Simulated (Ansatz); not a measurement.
A nudged elastic band was laid between two geometries of ClGaH$_{3}$N (6 atoms, charge 0, multiplicity 1).

These are results of RKS PBE-D4/def2-TZVP (Ansatz), not measurements.

```yaml
movable_images: 7
climbing_image: yes
spring: 5.0 eV/Å²
optimiser: quadratic models (default)
start_path: through a guess of the saddle point
force_threshold: 0.05 eV/Å
iteration_limit: 60
end_points: relaxed
```

First end point:

```xyz
6
Properties=species:S:1:pos:R:3
Ga 0.657 0.041 0.025
N 0.950 -0.030 1.813
H 0.199 -0.116 2.490
H 1.868 0.011 2.242
H 1.745 0.174 -1.076
Cl -1.437 -0.080 -0.506
```

Last end point:

```xyz
6
Properties=species:S:1:pos:R:3
Ga 0.251 -1.093 -0.677
N 1.295 0.145 1.165
H 0.443 0.604 1.506
H 1.686 -0.416 1.926
H 1.981 0.863 0.920
Cl -1.674 -0.103 0.147
```

Task: What changes between the two ends?

Result: Bonds broken: Ga1–N2, Ga1–H5. Bonds formed: N2–H5. ClGaH3N becomes ClGa + H3N.

Task: What energy profile does the band end with?

Result: The run converged. The highest image is number 2 of 0 to 8, 2.14 eV above the first end and 2.43 eV above the last; the last end lies 0.29 eV below the first. The profile has 2 maxima (images 2, 6) with wells between them (image 4): this band takes more than one step, which may be the mechanism or a detour left from its start path. Neighbouring images differ by up to 2.3 eV, so the band resolves the path poorly. A vibrational analysis at the climbing image gives one clearly imaginary mode, 1195i cm⁻¹: a first-order saddle point. The orbitals stay closed-shell, which can raise the energy where a bond breaks towards radicals; this wasn't checked here.

| image | path coordinate (Å) | energy (eV) | Ga1–N2 (Å) | Ga1–H5 (Å) | N2–H5 (Å) |
| --- | --- | --- | --- | --- | --- |
| 0 | 0.00 | 0.00 | 1.81 | 1.55 | 3.00 |
| 1 | 0.95 | 0.60 | 1.82 | 1.54 | 2.47 |
| 2 | 1.90 | 2.14 | 2.00 | 1.67 | 1.63 |
| 3 | 2.85 | -0.11 | 2.40 | 2.54 | 1.03 |
| 4 | 3.81 | -0.28 | 2.49 | 3.12 | 1.02 |
| 5 | 4.76 | 0.13 | 3.32 | 2.91 | 1.02 |
| 6 | 5.72 | 0.17 | 3.47 | 3.07 | 1.02 |
| 7 | 6.67 | -0.02 | 2.93 | 3.00 | 1.02 |
| 8 | 7.63 | -0.29 | 2.45 | 3.06 | 1.02 |

Task: What is the geometry of the highest image?

Result: 
```xyz
6
Properties=species:S:1:pos:R:3
Ga 0.432 0.451 -0.317
N 1.025 -0.040 1.528
H 0.635 -0.636 2.273
H 1.785 0.527 1.916
H 1.815 -0.359 0.139
Cl -1.710 0.057 -0.553
```

Run time: 3.9 min on 4 threads of Intel(R) Xeon(R) Platinum 8175M CPU @ 2.50GHz (Skylake/Cascade Lake), on a shared host, peak memory 0.25 GiB.
